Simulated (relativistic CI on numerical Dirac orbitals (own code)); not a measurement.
## Tc4+ (4d3) in a crystal field

Calculated by Dirac-Coulomb-Breit CI, KLI orbitals optimised for each configuration, model QED, valence Slater integrals scaled by 0.75, one configuration in a parametric crystal field (own radial code).

Field parameters in Wybourne normalisation: D3d B²₀ = −7Dσ, B⁴₀ = −14Dq − 21Dτ, B⁴₃ = −14√(10/7) Dq; D4h B²₀ = −7Ds, B⁴₀ = 21(Dq − Dt), B⁴₄ = 21√(5/14) Dq; Oh B⁴₀ = 21Dq, B⁴₄ = √(5/14) B⁴₀; Td as Oh with Dq negative (B⁴₀ = 21Dq, B⁴₄ = √(5/14) B⁴₀). The field is a parameter set, without covalency.

S and J are read from ⟨S²⟩ = S(S + 1) and ⟨J²⟩ = J(J + 1) of each level; they are not fictitious spins.

D3d, 10Dq = 21350, Dσ = 360, Dτ = -460 cm⁻¹, the lowest 16 levels:

```csv
E (cm⁻¹),Degeneracy,Irrep,S,J
0.0,2,Γ5+Γ6,1.50,3.35
23.8,2,Γ4,1.50,3.36
12022,2,Γ4,0.55,4.02
12441,2,Γ5+Γ6,0.53,3.80
13505,2,Γ4,0.52,4.00
13974,2,Γ5+Γ6,0.54,4.15
14095,2,Γ4,0.53,3.63
19038,2,Γ4,1.47,3.26
19144,2,Γ5+Γ6,1.44,3.30
19153,2,Γ4,1.46,3.40
19350,2,Γ4,1.48,3.30
20344,2,Γ5+Γ6,1.27,3.49
20673,2,Γ4,1.45,3.60
21382,2,Γ5+Γ6,0.93,3.47
21390,2,Γ4,0.62,3.83
21831,2,Γ4,0.66,3.67
```

Principal g values of the ground doublet: 0.00, 0.00, 5.52.

Td, 10Dq = -16950 cm⁻¹, the lowest 16 levels:

```
E (cm⁻¹)  Degeneracy  Irrep     S     J
     0.0           4     Γ8  0.69  3.77
    3492           2     Γ7  1.50  2.83
    3873           4     Γ8  1.41  2.92
    4590           4     Γ8  1.48  3.59
    5241           2     Γ6  1.50  4.09
   15201           2     Γ6  0.54  4.62
   15561           4     Γ8  0.59  4.14
   15705           2     Γ7  0.60  3.57
   16147           4     Γ8  0.65  4.17
   19369           2     Γ6  0.71  2.70
   19663           2     Γ7  1.45  3.24
   20012           4     Γ8  1.21  3.41
   20255           4     Γ8  1.40  3.52
   20357           2     Γ6  1.37  3.63
   20423           4     Γ8  0.93  3.38
   28085           2     Γ6  1.48  1.43
```

Td, 10Dq = -7000 cm⁻¹, the lowest 10 levels:

```json
{"E (cm⁻¹)": "0.0", "Degeneracy": "4", "Irrep": "Γ8", "S": "1.48", "J": "2.44"}
{"E (cm⁻¹)": "475", "Degeneracy": "2", "Irrep": "Γ7", "S": "1.50", "J": "2.79"}
{"E (cm⁻¹)": "1546", "Degeneracy": "4", "Irrep": "Γ8", "S": "1.49", "J": "3.57"}
{"E (cm⁻¹)": "2378", "Degeneracy": "2", "Irrep": "Γ6", "S": "1.49", "J": "4.17"}
{"E (cm⁻¹)": "6825", "Degeneracy": "4", "Irrep": "Γ8", "S": "1.45", "J": "3.30"}
{"E (cm⁻¹)": "6906", "Degeneracy": "2", "Irrep": "Γ7", "S": "1.48", "J": "3.25"}
{"E (cm⁻¹)": "7159", "Degeneracy": "4", "Irrep": "Γ8", "S": "0.92", "J": "3.88"}
{"E (cm⁻¹)": "7612", "Degeneracy": "2", "Irrep": "Γ6", "S": "1.48", "J": "3.77"}
{"E (cm⁻¹)": "8157", "Degeneracy": "4", "Irrep": "Γ8", "S": "1.25", "J": "4.01"}
{"E (cm⁻¹)": "12696", "Degeneracy": "2", "Irrep": "Γ6", "S": "0.55", "J": "4.44"}
```

Oh, 10Dq = 11900 cm⁻¹, the lowest 16 levels:

```tsv
E (cm⁻¹)	Degeneracy	Irrep	S	J
0.0	4	Γ8	1.50	3.26
11171	4	Γ8	1.27	3.44
11608	2	Γ7	1.50	3.09
11931	4	Γ8	1.47	3.53
12093	2	Γ6	1.40	3.66
13256	4	Γ8	0.59	3.86
14042	4	Γ8	0.88	3.81
14276	2	Γ6	0.70	3.58
17318	2	Γ7	1.37	3.00
17756	4	Γ8	1.38	3.28
18498	2	Γ6	1.44	3.32
18778	4	Γ8	1.45	3.43
19781	4	Γ8	0.72	3.61
20349	2	Γ7	0.73	3.75
23343	2	Γ6	0.63	4.13
24989	2	Γ7	0.52	4.37
```

D4h, 10Dq = 25400, Ds = 2510, Dt = -500 cm⁻¹, the lowest 10 levels:

| E (cm⁻¹) | Degeneracy | Irrep | S | J |
| --- | --- | --- | --- | --- |
| 0.0 | 2 | Γ6 | 1.49 | 3.40 |
| 12.3 | 2 | Γ7 | 1.49 | 3.40 |
| 6893 | 2 | Γ7 | 0.51 | 3.90 |
| 7976 | 2 | Γ6 | 0.51 | 3.64 |
| 13402 | 2 | Γ6 | 0.51 | 3.93 |
| 13594 | 2 | Γ7 | 0.51 | 3.89 |
| 14083 | 2 | Γ6 | 0.51 | 4.08 |
| 21051 | 2 | Γ7 | 0.52 | 3.68 |
| 25551 | 2 | Γ7 | 1.49 | 3.39 |
| 25553 | 2 | Γ6 | 1.49 | 3.35 |

Principal g values of the ground doublet: 0.01, 0.01, 5.61.

The free-ion ground term has S = 3/2. The field overcomes the spin-pairing energy for Td, 10Dq = -16950 cm⁻¹, where the ground state has lower spin; these fields are assumed values.

Levels of this model without a field, named by their leading LS term (the scale mimics covalency, so terms lie below those of the real free ion): 4F_3/2 0, 4F_5/2 1043, 4F_7/2 2321, 4F_9/2 3724, 4P_3/2 11317, 4P_1/2 11368, 2G_7/2 12628, 4P_5/2 13022 cm⁻¹.
